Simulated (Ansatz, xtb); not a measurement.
**Ligand exchange: SiH(SH)3 + SnH3(SH) → Si(SH)4 + SnH4**

Species: SiH(SH)3, singlet; SnH3(SH), singlet; Si(SH)4, singlet; SnH4 `[SnH4]`, singlet. The partners trade H for SH: Si–H and Sn–SH bonds give way to Si–SH and Sn–H.

Shapes, held fixed at every level: PBE0-D4/def2-TZVP. Flexible molecules stand in one conformer, not always the lowest. Programs: Ansatz 0.2.0, xtb 6.7.1. The zero-point and thermal change to 298 K, harmonic and unscaled (PBE0-D4/def2-TZVP), is -2.8 kJ/mol.

(1) Estimate ΔH(298 K) of this reaction.

## Answers

(1) The highest level, CCSD(T)/def2-TZVPP, gives ΔH(298 K) = -15.7 kJ/mol; the levels span -19.8 to +12.9. They disagree on the sign: 1 of 9 are positive. The column of differences is taken from that level and isn't an error. No measured value is set beside it here. For atoms past krypton def2 sets carry core potentials with scalar relativity. Outer-core shells of Sn are correlated in most correlated rows, in sets that cover them unevenly.

```csv
level,kind,ΔH(298 K) (kJ/mol),less CCSD(T)/def2-TZVPP
GFN0-xTB,semi-empirical,+12.9,+28.6
HF/def2-SVP,Hartree–Fock,-1.4,+14.3
PBE-D4/def2-TZVPP,GGA,-19.8,-4.1
r2SCAN-D4/def2-TZVPP,meta-GGA,-17.7,-2.0
B3LYP-D4/def2-TZVPP,global hybrid,-16.6,-0.9
wB97M-V/def2-TZVPP,range-separated hybrid,-17.5,-1.8
CCSD/def2-SVP,coupled cluster or CI,-12.7,+3.0
CCSD/def2-TZVPP,coupled cluster or CI,-12.8,+2.9
CCSD(T)/def2-TZVPP,coupled cluster or CI,-15.7,0.0
```
